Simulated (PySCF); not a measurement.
Fill in the blanks.

C6H14P (charge +1).
Z-matrix (Å and degrees, PBE0-D3(BJ)/def2-SVP geometry), rows numbered from 1:
```
C 
C   1  1.5190
C   2  1.5119  1  112.87
C   3  1.5297  2  123.03  1   160.74
C   4  1.5074  3  122.45  2     1.16
P   3  1.8117  2  120.83  1    82.08
C   6  1.7950  3  123.47  4   107.63
H   1  1.1019  2  111.48  3   -62.47
H   1  1.1006  2  111.52  3    58.18
H   1  1.0986  2  110.67  3   177.88
H   2  1.1036  1  110.37  3  -119.15
H   2  1.1014  1  110.56  3   124.24
H   3  1.0994  2  113.93  1   -54.69
H   4  1.0986  3  113.43  6  -103.55
H   5  1.0983  4  110.58  3  -165.54
H   5  1.0983  4  113.07  3   -43.86
H   5  1.1007  4  108.98  3    75.94
H   6  1.4059  3  114.39  4  -102.13
H   7  1.0999  6  109.64  3    89.32
H   7  1.0997  6  108.31  3   -30.00
H   7  1.0997  6  109.92  3  -149.59
```

```csv
property,level,value
point group,PBE0-D3(BJ)/def2-SVP,?
"rotational constants A, B, C",PBE0-D3(BJ)/def2-SVP,?
HOMO energy,PBE0/def2-SVPD,?
LUMO energy,PBE0/def2-SVPD,?
lowest singlet excitation,TDDFT PBE0/def2-SVPD,"7.15 eV (173 nm, f = 0.152)"
lowest triplet excitation (Tamm–Dancoff),TDA PBE0/def2-SVPD,5.60 eV
static isotropic polarisability,PBE0/def2-SVPD,90.2 au
vertical ionisation energy,ΔSCF PBE0/def2-SVPD,?
vertical electron affinity,ΔSCF PBE0/def2-SVPD,?
electronic spatial extent ⟨r²⟩ about the centre of nuclear charge,PBE0/def2-SVPD,1150 bohr²
13C chemical shifts (computed TMS as zero) by class,GIAO PBE0/pcSseg-1,"37.6 (C3), 29.6 (C4), 21.2 (C2), 15.3 (C1), 11.4 (C5), 1.1 (C7) ppm"
1H chemical shifts (computed TMS as zero) by class,GIAO PBE0/pcSseg-1,"3.63 (H18), 2.68 (H14), 2.50 (H13), 2.37 (H11), 2.06 (H19/H20/H21), 1.75 (H15/H16/H17), 1.46 (H8/H9/H10), 1.10 (H12) ppm"
"isotropic shieldings of nuclei other than C and H, by class",GIAO PBE0/pcSseg-1,466 (P6) ppm
core binding energies,"ΔSCF SCAN, pcX-2 on the ionised atom, pcseg-1 elsewhere, spin-free X2C, 2p3/2 from a spin–orbit splitting computed afterwards within the 2p shell",?
```

Gas-phase values; electronic properties from PySCF, density fitting. The structure is a single PBE0-D3(BJ)/def2-SVP conformer in the gas phase; no vibrational or solvent corrections. NMR classes are plain means over equivalent atoms (diastereotopic ones count apart unless rotation or inversion swaps them), as if these changed places fast; in this geometry the members of some classes differ.

**Question.** What is the point group?

**Answer.** C1.

**Question.** Give the vertical ionisation energy.

**Answer.** 14.53 eV.

**Question.** What is the HOMO energy?

**Answer.** -12.71 eV.

**Question.** The core binding energies?

**Answer.** P2p3/2 142.6 (P6), C1s 294.3 (C1), C1s 295.0 (C2), C1s 295.0 (C5), C1s 295.8 (C3), C1s 295.9 (C4), C1s 296.0 (C7), P1s 2156.2 (P6) eV.

**Question.** Give the rotational constants A, B, C.

**Answer.** 2.405, 1.692, 1.114 GHz.

**Question.** The LUMO energy?

**Answer.** -4.68 eV.

**Question.** What is the vertical electron affinity?

**Answer.** 3.00 eV.

The principal polarisabilities are 75.4, 90.8 and 104.6 au; their mean is the isotropic value. The rotational constants make it an asymmetric top with κ = (2B − A − C)/(A − C) = -0.10, nearer the prolate limit (−1). No computed singlet falls in the visible range (750 to 380 nm, 1.65 to 3.26 eV); S1 lies 3.89 eV above its blue end. With B = h/(8π²I), that is 505.379 GHz u Å² over I, the principal moments of inertia are 210.2, 298.7 and 453.8 u Å² (most abundant isotopes). The 10 singlets span 7.15 to 8.29 eV, and their oscillator strengths add up to 0.32.

For the geometry optimisation (PBE0-D3(BJ)/def2-SVP), the run took 83 s on one thread of an Intel Xeon Platinum 8488C, no GPU (shared host), and the process peaked at 0.82 GiB of memory.
